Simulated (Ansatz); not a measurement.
Job for Ansatz (an electronic-structure program): R-PBE/def2-TZVPP on H4PbSSi (SMILES [SiH3][Pb][SH]), a point of a torsion scan. Elements past Kr take the def2 small-core potentials; no spin–orbit coupling.

Ansatz 0.2 input:
```yaml
crystal:
  periodic: [false, false, false]
  atoms:
    - {symbol: Si, position_ang: [-1.38764721, -0.10296270, -0.00823693]}
    - {symbol: Pb, position_ang: [0.79352852, 1.31788622, -0.65004658]}
    - {symbol: S, position_ang: [-0.50665665, 2.95952733, -2.05107246]}
    - {symbol: H, position_ang: [-1.54942036, -1.32270081, -0.80634636]}
    - {symbol: H, position_ang: [-2.66861608, 0.58433504, -0.12370934]}
    - {symbol: H, position_ang: [-1.36743622, -0.60330651, 1.37273919]}
    - {symbol: H, position_ang: [0.48321423, 3.74330845, -2.45489425]}
basis:
  gaussian:
    orbitals: def2-TZVPP
hamiltonian:
  xc: {name: PBE}
scf: {lower_state_search: off}
```

### Question
What total energy does the run end on?

### Answer
-882.7160 hartree.
